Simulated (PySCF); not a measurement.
**Dipole response of Nb⁺ (niobium, charge +1)**

[Kr] 4d4, high-spin 5D determinant. Calculation: PySCF 2.14, in aug-cc-pVTZ-PP with one added diffuse shell each of s, p, d, f, g type with ECP28MDF (7s7p6d4f3g, 113 functions); a scalar-relativistic core potential. Coupled (time-dependent) response in atomic units; α is the mean over directions.

```csv
method,mean α (bohr³),"α xx, yy, zz",C₆ (like pair),S(−4)
r2SCANh,27.35,"26.72, 26.72, 28.63",180.4,573.9
```

S(−4) is the Cauchy moment in α(ω) = α(0) + S(−4) ω² + …

Spin-orbit coupling is absent.

α(iu) at r2SCANh:

```
u (hartree)  α(iu) (bohr³)
          0          27.35
     0.0500          26.03
      0.100          23.04
      0.200          17.19
      0.300          13.36
      0.500          9.081
      0.750          6.302
       1.00          4.686
       1.50          2.892
       2.00          1.947
       3.00          1.035
       5.00         0.4226
```

For an ion, C₆ is the dispersion term alone; charge-induced terms of lower order in 1/R come first.

The components differ because the open shell of this determinant is not spherical; for a pure term their mean is the scalar polarisability.

Energies and moments cover only the electrons outside the core potential.
